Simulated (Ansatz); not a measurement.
Cl3Sn, SMILES `[Cl][Sn]([Cl])[Cl]` radical, relaxed with UKS PBE0-D4/def2-TZVP in Ansatz from a PBE-D4/def2-SVP geometry. The force threshold is 0.005 eV/Å; the program also tests the step.

The species carries charge 0 and has multiplicity 2. Sn takes the def2 core potential.

Start:

```xyz
4

Cl    1.928   -1.045    0.486
Sn   -0.201    0.043    0.609
Cl   -1.748   -1.212   -0.719
Cl    0.022    2.214   -0.376
```

Problem. By how much does the energy fall, and how many steps does the optimiser take? (Best estimate.)

Solution. The calculation gave: 0.08 eV, in 4 steps.

Problem. Which bonds change most? (An estimate is asked.)

Solution. The calculation gave: Cl1–Sn2 from 2.394 to 2.330 Å; Sn2–Cl4 from 2.394 to 2.330 Å; Sn2–Cl3 from 2.394 to 2.330 Å.

Problem. Give the relaxed structure. (Estimate.)

Solution. The calculation gave: 
```xyz
4

Cl    1.874   -1.015    0.469
Sn   -0.199    0.042    0.600
Cl   -1.698   -1.178   -0.701
Cl    0.023    2.151   -0.368
```
